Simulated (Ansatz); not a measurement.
`C[C](=N)[SnH3]` and `CC(=N)CF` differ in one atom or group.

Ansatz, PBE0-D4/def2-TZVP geometries, multiplicity 1. Each molecule was computed in one conformer, which needn't be the lowest.

Elements past krypton have def2 core potentials.

```json
{"property": "HOMO–LUMO gap (ωB97M-V/def2-TZVPP) / eV", "`C[C](=N)[SnH3]`": "10.49"}
{"property": "size of the dipole moment (ωB97M-V/def2-TZVPP) / D", "`C[C](=N)[SnH3]`": "1.56"}
{"property": "HOMO energy (B3LYP/def2-TZVPP) / eV", "`C[C](=N)[SnH3]`": "-6.68"}
{"property": "LUMO energy (B3LYP/def2-TZVPP) / eV", "`C[C](=N)[SnH3]`": "-0.75"}
{"property": "size of the dipole moment (B3LYP/def2-TZVPP) / D", "`C[C](=N)[SnH3]`": "1.43"}
{"property": "HOMO–LUMO gap (B3LYP/def2-TZVPP) / eV", "`C[C](=N)[SnH3]`": "5.93"}
```

**Question.** What does the change do to each property? (An estimate is asked.)

**Answer.** Computed: 
```
                                          property  `CC(=N)CF`  shift
           HOMO–LUMO gap (ωB97M-V/def2-TZVPP) / eV       12.28   1.79
size of the dipole moment (ωB97M-V/def2-TZVPP) / D        2.77   1.21
               HOMO energy (B3LYP/def2-TZVPP) / eV       -7.46  -0.78
               LUMO energy (B3LYP/def2-TZVPP) / eV       -0.32   0.43
  size of the dipole moment (B3LYP/def2-TZVPP) / D        2.77   1.34
             HOMO–LUMO gap (B3LYP/def2-TZVPP) / eV        7.13   1.20
```

With PBE0 the HOMO falls by 0.82 eV and the LUMO rises by 0.46 eV, so the gap widens by about 1.28 eV. PBE moves the HOMO by -0.51 eV and ωB97M-V by -1.04 eV. Dipoles are sizes alone; their direction can turn.

B3LYP here is the variant with VWN-RPA as its local correlation; programs differ in this.
